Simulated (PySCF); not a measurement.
iminoborane (BH₂N), SMILES B=N. Coordinates come from a PBE-D3(BJ)/def2-TZVPD optimisation.

Computed equilibrium geometry at PBE-D3(BJ)/def2-TZVPD (PySCF confirms it by a frequency run) as bond lengths and angles, and its point group:
point group C∞v.
Atoms: B1 N2 H3 H4. Bond lengths (Å): B1–N2 1.243, B1–H3 1.177, N2–H4 1.000. Angles (°): N2–B1–H3 180.0, B1–N2–H4 180.0.
Charge 0, spin multiplicity 1.
